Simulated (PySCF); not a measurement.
# Fine-structure interval of Nb⁴⁺ by level of theory

Nb⁴⁺ [Kr] 4d1 [4d3/2^1, M_J = 3/2] → Nb⁴⁺ [Kr] 4d1 [4d5/2^1, M_J = 5/2], as a difference of total energies. Calculation: PySCF 2.14, in x2c-TZVPPall-2c (8s9p7d2f1g, 93 functions); the two-component X2C-1e Hamiltonian. Correlated levels: [Ar] 3d10 frozen; the 6 highest virtual spinors dropped. "Screened" scales the spin-orbit matrix elements by Boettger's factors to mimic the two-electron term; Breit and QED terms are absent.

```json
{"method": "GHF (screened spin-orbit)", "fine-structure interval (cm⁻¹)": "2018.8"}
{"method": "GMP2 (screened spin-orbit)", "fine-structure interval (cm⁻¹)": "1882.5"}
{"method": "GHF (bare spin-orbit)", "fine-structure interval (cm⁻¹)": "2686.5"}
```
